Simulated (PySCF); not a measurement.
Vertical excitations of a molecule C4H6OSe from TDDFT-CAM-B3LYP/def2-SVPD (PySCF), as energy in eV (oscillator strength): 4.27 (0.001), 5.20 (0.024), 5.35 (0.051), 5.85 (0.078), 6.15 (0.042), 6.37 (0.015), 6.52 (0.015), 6.72 (0.001), 6.82 (0.015), 7.20 (0.012). Lowest triplet (TDA): 3.73 eV. Geometry: B3LYP-D3(BJ)/def2-SVP. One conformer was computed; it need not be the lowest.

Task: Which molecule gave these data?
A) C=C1CO[C@H]1[SeH]
B) C[C@@H]1CC(=O)[Se]1
C) C1=C[Se]CCO1
D) C=C[Se]CC=O

Result: C, C1=C[Se]CCO1
